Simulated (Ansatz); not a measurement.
C3H7Cl3Si⁺, that is Si(iPr)Cl3 with one electron fewer, relaxed as a doublet with UKS PBE-D4/def2-SVP in Ansatz, starting from the PBE-D4/def2-SVP geometry of the neutral singlet. Force threshold 0.02 eV/Å.

Start:

```xyz
14

Si    0.332    1.023   -1.222
C    -0.218    0.192    0.378
C     0.989   -0.360    1.155
C    -1.284   -0.880    0.097
H    -0.680    1.021    0.961
H     1.733    0.431    1.379
H     1.503   -1.157    0.579
H     0.657   -0.801    2.118
H    -1.644   -1.324    1.048
H    -2.160   -0.463   -0.439
H    -0.867   -1.703   -0.522
Cl    1.740    2.497   -0.846
Cl   -1.280    1.898   -2.188
Cl    1.179   -0.375   -2.500
```

```csv
step,energy (eV),largest force component (eV/Å),SCF passes
1,-48625.4722,3.432,57
2,-48625.7825,2.215,34
3,-48625.9717,0.693,25
4 (rejected),-48625.9531,0.754,20
5,-48626.0186,0.095,21
6,-48626.0218,0.043,20
7,-48626.0223,0.043,21
8,-48626.0227,0.007,21
```

Force components are those of the run's own axes.

End:

Cartesian coordinates in Å:
```
Si 0.3746 1.1240 -1.3606
C -0.2346 0.0957 0.4655
C 1.0171 -0.3798 1.1259
C -1.2812 -0.8917 0.0670
H -0.6293 1.0658 0.8532
H 1.7756 0.4105 1.2780
H 1.4651 -1.2672 0.6369
H 0.7143 -0.7122 2.1548
H -1.7414 -1.2547 1.0247
H -2.1131 -0.4572 -0.5181
H -0.8724 -1.7896 -0.4369
Cl 1.6807 2.5348 -0.7241
Cl -1.3518 1.8832 -2.0986
Cl 1.1965 -0.3616 -2.4678
```

By distances, no bond broke or formed. The bond that changes most is Si1–C2, from 1.88 to 2.18 Å (atoms count from 1).

No frequencies were taken in this run, so the end may be a saddle point.

Hardware: 2 threads of AMD EPYC 7R13 on a shared host. Wall time 29 s.
